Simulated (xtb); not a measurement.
Job for xtb: GFN2-xTB on CH5N (SMILES CN), a point of a torsion scan.

```
$ xtb mol.xyz --gfn 2 --opt vtight --chrg 0 --uhf 0 --input xcontrol
7

C     -0.58296248     0.09597787    -0.01488411
N      0.83002329    -0.09626716    -0.17017434
H     -1.06930526    -0.58264128    -0.75840417
H     -0.83869587     1.13774856    -0.19754326
H     -0.93351650    -0.26390362     0.98309732
H      1.36019367     0.73376787    -0.42880430
H      1.10909642    -0.98690996    -0.59894025
$constrain
  force constant=1.0
  dihedral: 3,1,2,6,120.0
$end
```

It printed:

```
[...]
           -------------------------------------------------
          |                Calculation Setup                |
           -------------------------------------------------



           -------------------------------------------------
          |                 G F N 2 - x T B                 |
           -------------------------------------------------

        Reference                      10.1021/acs.jctc.8b01176
      * Hamiltonian:
        H0-scaling (s, p, d)           1.850000    2.230000    2.230000
        zeta-weighting                 0.500000
      * Dispersion:
        s8                             2.700000
        a1                             0.520000
        a2                             5.000000
        s9                             5.000000
      * Repulsion:
        kExp                           1.500000    1.000000
        rExp                           1.000000
      * Coulomb:
        alpha                          2.000000
        third order                    shell-resolved
        anisotropic                    true
        a3                             3.000000
        a5                             4.000000
        cn-shift                       1.200000
        cn-exp                         4.000000
        max-rad                        5.000000


          ...................................................
          :                      SETUP                      :
          :.................................................:
          :  # basis functions                  13          :
          :  # atomic orbitals                  13          :
          :  # shells                            9          :
          :  # electrons                        14          :
          :  max. iterations                   250          :
          :  Hamiltonian                  GFN2-xTB          :
          :  restarted?                      false          :
          :  GBSA solvation                  false          :
          :  PC potential                    false          :
          :  electronic temp.          300.0000000     K    :
          :  accuracy                    1.0000000          :
          :  -> integral cutoff          0.2500000E+02      :
          :  -> integral neglect         0.1000000E-07      :
          :  -> SCF convergence          0.1000000E-05 Eh   :
          :  -> wf. convergence          0.1000000E-03 e    :
          :  Broyden damping             0.4000000          :
          :  net charge                          0          :
          :  unpaired electrons                  0          :
          ...................................................

 iter      E             dE          RMSdq      gap      omega  full diag
   1     -7.6540422 -0.765404E+01  0.341E+00    9.61       0.0  T
   2     -7.6675666 -0.135244E-01  0.188E+00    9.89       1.0  T
   3     -7.6681496 -0.583017E-03  0.733E-01    9.91       1.0  T
   4     -7.6682174 -0.677773E-04  0.102E-01    9.82       1.0  T
   5     -7.6682217 -0.430358E-05  0.522E-02    9.82       1.0  T
   6     -7.6682220 -0.271929E-06  0.377E-03    9.82      10.0  T
   7     -7.6682220 -0.591671E-08  0.130E-03    9.82      29.1  T
   8     -7.6682220 -0.172389E-08  0.258E-04    9.82     146.2  T
   9     -7.6682220 -0.157376E-10  0.429E-05    9.82     881.3  T

   *** convergence criteria satisfied after 9 iterations ***

         #    Occupation            Energy/Eh            Energy/eV
      -------------------------------------------------------------
         1        2.0000           -0.6149239             -16.7329
         2        2.0000           -0.5639869             -15.3469
         3        2.0000           -0.5242244             -14.2649
         4        2.0000           -0.4955710             -13.4852
         5        2.0000           -0.4805377             -13.0761
         6        2.0000           -0.4478483             -12.1866
         7        2.0000           -0.3429098              -9.3310 (HOMO)
         8                          0.0180880               0.4922 (LUMO)
         9                          0.1280994               3.4858
        10                          0.1410298               3.8376
        11                          0.1853806               5.0445
        12                          0.2036623               5.5419
        13                          0.3165323               8.6133
      -------------------------------------------------------------
                  HL-Gap            0.3609977 Eh            9.8232 eV
             Fermi-level           -0.1624109 Eh           -4.4194 eV

 SCC (total)                   0 d,  0 h,  0 min,  0.005 sec
 SCC setup                      ...        0 min,  0.000 sec (  4.458%)
 Dispersion                     ...        0 min,  0.000 sec (  1.326%)
 classical contributions        ...        0 min,  0.000 sec (  1.004%)
 integral evaluation            ...        0 min,  0.001 sec ( 10.454%)
[...]
.5730667             -15.5939
         3        2.0000           -0.5224010             -14.2153
         4        2.0000           -0.5056290             -13.7589
         5        2.0000           -0.4786984             -13.0260
         6        2.0000           -0.4481371             -12.1944
         7        2.0000           -0.3610734              -9.8253 (HOMO)
         8                          0.0491065               1.3363 (LUMO)
         9                          0.1347535               3.6668
        10                          0.1363474               3.7102
        11                          0.1786823               4.8622
        12                          0.2376713               6.4674
        13                          0.2937170               7.9924
      -------------------------------------------------------------
                  HL-Gap            0.4101799 Eh           11.1616 eV
             Fermi-level           -0.1559834 Eh           -4.2445 eV

 SCC (total)                   0 d,  0 h,  0 min,  0.003 sec
 SCC setup                      ...        0 min,  0.000 sec (  4.335%)
 Dispersion                     ...        0 min,  0.000 sec (  1.416%)
 classical contributions        ...        0 min,  0.000 sec (  0.638%)
 integral evaluation            ...        0 min,  0.001 sec ( 21.340%)
 iterations                     ...        0 min,  0.001 sec ( 24.580%)
 molecular gradient             ...        0 min,  0.001 sec ( 39.591%)
 printout                       ...        0 min,  0.000 sec (  7.373%)

         :::::::::::::::::::::::::::::::::::::::::::::::::::::
         ::                     SUMMARY                     ::
         :::::::::::::::::::::::::::::::::::::::::::::::::::::
         :: total energy              -7.583209458113 Eh    ::
         :: gradient norm              0.000015601936 Eh/a0 ::
         :: HOMO-LUMO gap             11.161563357342 eV    ::
         ::.................................................::
         :: SCC energy                -7.680902000882 Eh    ::
         :: -> isotropic ES            0.011390561708 Eh    ::
         :: -> anisotropic ES          0.003925759771 Eh    ::
         :: -> anisotropic XC          0.008112801438 Eh    ::
         :: -> dispersion             -0.001619034747 Eh    ::
         :: repulsion energy           0.097692514258 Eh    ::
         :: add. restraining           0.000000028511 Eh    ::
         :: total charge              -0.000000000000 e     ::
         :::::::::::::::::::::::::::::::::::::::::::::::::::::

           -------------------------------------------------
          |                Property Printout                |
           -------------------------------------------------

    * Orbital Energies and Occupations

         #    Occupation            Energy/Eh            Energy/eV
      -------------------------------------------------------------
         1        2.0000           -0.6186042             -16.8331
         2        2.0000           -0.5730667             -15.5939
         3        2.0000           -0.5224010             -14.2153
         4        2.0000           -0.5056290             -13.7589
         5        2.0000           -0.4786984             -13.0260
         6        2.0000           -0.4481371             -12.1944
         7        2.0000           -0.3610734              -9.8253 (HOMO)
         8                          0.0491065               1.3363 (LUMO)
         9                          0.1347535               3.6668
        10                          0.1363474               3.7102
        11                          0.1786823               4.8622
        12                          0.2376713               6.4674
        13                          0.2937170               7.9924
      -------------------------------------------------------------
                  HL-Gap            0.4101799 Eh           11.1616 eV
             Fermi-level           -0.1559834 Eh           -4.2445 eV

     #   Z          covCN         q      C6AA      α(0)
     1   6 C        3.680    -0.021    21.161     6.589
     2   7 N        2.627    -0.339    28.723     7.960
     3   1 H        0.924     0.024     2.674     2.557
     4   1 H        0.924     0.025     2.664     2.553
     5   1 H        0.924     0.040     2.452     2.449
     6   1 H        0.860     0.135     1.504     1.921
     7   1 H        0.860     0.135     1.504     1.921

 Mol. C6AA /au·bohr⁶  :        296.446270
 Mol. C8AA /au·bohr⁸  :       5644.750682
 Mol. α(0) /au        :         25.949179


Wiberg/Mayer (AO) data.
largest (>0.10) Wiberg bond orders for each atom

 ---------------------------------------------------------------------------
     #   Z sym  total        # sym  WBO       # sym  WBO       # sym  WBO
 ---------------------------------------------------------------------------
     1   6 C    3.986 --     2 N    1.028     4 H    0.988     3 H    0.988
                             5 H    0.983
Note: The following floating-point exceptions are signalling: IEEE_DENORMAL
normal termination of xtb
     2   7 N    2.994 --     1 C    1.028     6 H    0.973     7 H    0.973
     3   1 H    0.999 --     1 C    0.988
     4   1 H    0.999 --     1 C    0.988
     5   1 H    0.998 --     1 C    0.983
     6   1 H    0.982 --     2 N    0.973
     7   1 H    0.982 --     2 N    0.973
 ---------------------------------------------------------------------------

Topologies differ in total number of bonds
Writing topology from bond orders to xtbtopo.mol

molecular dipole:
                 x           y           z       tot (Debye)
 q only:       -0.062       0.061      -0.200
   full:       -0.129       0.162      -0.561       1.519
molecular quadrupole (traceless):
                xx          xy          yy          xz          yz          zz
 q only:        0.228       0.216       0.039      -0.888       0.261      -0.267
  q+dip:       -0.864       0.754       0.675      -1.831       0.535       0.189
   full:       -0.375       0.697       0.577      -1.956       0.632      -0.202

           -------------------------------------------------
          |                Geometry Summary                 |
           -------------------------------------------------

      molecular mass/u    :       31.0571429
   center of mass at/Å    :        0.1560094      -0.0441437      -0.0796776
  moments of inertia/u·Å² :        0.4850784E+01   0.2213149E+02   0.2311144E+02
rotational constants/cm⁻¹ :        0.3475239E+01   0.7617034E+00   0.7294063E+00

 * 6 selected distances

     #   Z          #   Z                                           value/Å
     1   6 C        2   7 N                                       1.4622557 (max)
     1   6 C        3   1 H                                       1.0911297
     1   6 C        4   1 H                                       1.0908260
     1   6 C        5   1 H                                       1.0932078
     2   7 N        6   1 H                                       1.0120515
     2   7 N        7   1 H                                       1.0120490 (min)

 * 3 distinct bonds (by element types)

   Z      Z             #   av. dist./Å        max./Å        min./Å
   1 H    6 C           3     1.0917212     1.0932078     1.0908260
   1 H    7 N           2     1.0120502     1.0120515     1.0120490
   6 C    7 N           1     1.4622557     1.4622557     1.4622557


optimized geometry written to: xtbopt.xyz


           -------------------------------------------------
          | TOTAL ENERGY               -7.583209458113 Eh   |
          | GRADIENT NORM               0.000015601936 Eh/α |
          | HOMO-LUMO GAP              11.161563357342 eV   |
           -------------------------------------------------

------------------------------------------------------------------------
------------------------------------------------------------------------
 total:
 SCF:
 ANC optimizer:
```

The run finished.

Warnings raised: the energy holds the restraint's term.

Cost: very roughly 0.11 core-seconds.
